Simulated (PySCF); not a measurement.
Compound: C7H7F2 (doublet state).
SMILES with atom numbers: `[CH2:1]/[C:2](=[CH:3]\[F:4])[C:5](=[CH2:6])/[CH:7]=[CH:8]/[F:9]` (hydrogens: H10, H11 on C1; H12 on C3; H13, H14 on C6; H15 on C7; H16 on C8)

Structure used (GFN2-xTB), in Å, numbered top down from 1:
```xyz
16
C7H7F2 angstrom
C     -2.055    0.310    0.216
C     -0.866   -0.161   -0.283
C     -0.742   -1.386   -0.909
F     -1.797   -2.202   -1.056
C      0.361    0.675   -0.191
C      0.374    1.904   -0.709
C      1.528    0.136    0.485
C      1.538   -0.984    1.197
F      2.654   -1.408    1.809
H     -2.110    1.267    0.699
H     -2.955   -0.273    0.142
H      0.161   -1.781   -1.343
H     -0.487    2.312   -1.208
H      1.245    2.534   -0.649
H      2.437    0.719    0.422
H      0.705   -1.650    1.367
```

The hyperfine couplings belong to this conformer and change with its torsions.

Method: PySCF, UKS B3LYP, pcH-1 on C F H, non-relativistic, mean-field spin-orbit, GIAO. The structure is a single GFN2-xTB conformer in the gas phase; no vibrational or solvent corrections. A GFN2-xTB geometry isn't a minimum of the functional, and hyperfine couplings can be far from their values at a DFT geometry. The frame is twisted about the C2–C5 bond at this geometry (dihedral C1–C2–C5–C6 = -56°); couplings at other torsion angles weren't computed. The SCF solution wasn't tested for stability. ⟨S²⟩ is 0.778 where a pure state has 0.75.

Principal values of hyperfine tensors in MHz (contact and dipolar terms together), for some of the nuclei:

```csv
atom,isotope,A1,A2,A3
F4,19F,-81.63,-51.06,413.76
C3,13C,9.13,12.36,178.90
C1,13C,3.26,5.02,151.40
H12,1H,-73.84,-49.04,-20.02
H10,1H,-65.60,-41.33,-16.33
H11,1H,-59.57,-40.76,-16.92
C6,13C,-11.14,-6.66,-5.85
C8,13C,5.19,5.73,7.51
```

Give the isotropic coupling of each nucleus in MHz and in mT (g = 2.0033), and the anisotropic part.

a_iso = (A1 + A2 + A3)/3, Ti = Ai − a_iso; 1 mT corresponds to 28.038 MHz.

```tsv
atom	a_iso (MHz)	a_iso (mT)	T1	T2	T3
F4	93.69	3.341	-175.32	-144.75	320.07
C3	66.80	2.382	-57.67	-54.44	112.11
C1	53.23	1.898	-49.96	-48.21	98.17
H12	-47.63	-1.699	-26.21	-1.40	27.61
H10	-41.09	-1.465	-24.51	-0.24	24.75
H11	-39.08	-1.394	-20.48	-1.68	22.17
C6	-7.88	-0.281	-3.26	1.22	2.03
C8	6.14	0.219	-0.95	-0.41	1.37
```

What spin density at the nucleus of C8 lies behind its contact coupling (g_N = 1.40482)?

a_FC = (2μ0/3) gₑ μB g_N μN ρ(0)/(2S·h) = 800.24 MHz × g_N × ρ(0)/(2S), with ρ in bohr⁻³. With a_FC = 6.14 MHz and 2S = 1, ρ(0) = 0.005463 bohr⁻³.

C2 (13C, g_N = 1.40482) isn't in the table. Its spin density at the nucleus is -0.04337 bohr⁻³. What is its contact coupling?

By the same relation, a_FC = -48.8 MHz. Its full tensor has the principal values -77.81, -37.05, -31.40 MHz.

Name the largest traceless tensor T of the table and describe it.

F4: -175.3, -144.8, 320.1 MHz, rhombic: the two smaller values differ by 10 % of the largest.

What first-order splitting does C3 cause when the field lies along A1, A2 or A3 of its tensor (g taken as isotropic, no quadrupole term)?

2 lines (I = 1/2), spaced by |A_i|/(g × 13.996): 0.33, 0.44, 6.38 mT along the axes of A1, A2 and A3.
